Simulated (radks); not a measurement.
Coulomb parameter of the 5d shell of neutral rhenium in the model configuration [Xe] 4f14 5d6 6s1, as a second difference U = [E(n + 0.5) + E(n - 0.5) - 2 E(n)] / (0.5)^2 with all orbitals relaxed. "Bare": the charge of the atom changes with n. "Screened": the 6s shell takes up the change at fixed total charge, which measures U(5d,5d) + U(6s,6s) - 2 U(5d,6s). Calculated with a radial shooting solver on a logarithmic mesh with Libxc functionals: scalar-relativistic Kohn-Sham, PBEsol, spin-unpolarised, spherical densities, point nucleus.

case                   configuration  E - E(n) (eV)
start              [Xe] 4f14 5d6 6s1          0.000
bare +0.5        [Xe] 4f14 5d6.5 6s1         -1.090
bare -0.5        [Xe] 4f14 5d5.5 6s1          3.050
screened +0.5  [Xe] 4f14 5d6.5 6s0.5          0.725
screened -0.5  [Xe] 4f14 5d5.5 6s1.5         -0.565

U(bare) = 7.840 eV, U(screened by 6s) = 0.642 eV, against the Slater integral F0(5d,5d) = 12.345 eV with frozen orbitals. The step up makes a negative ion, whose loosely bound charge lowers the bare value.
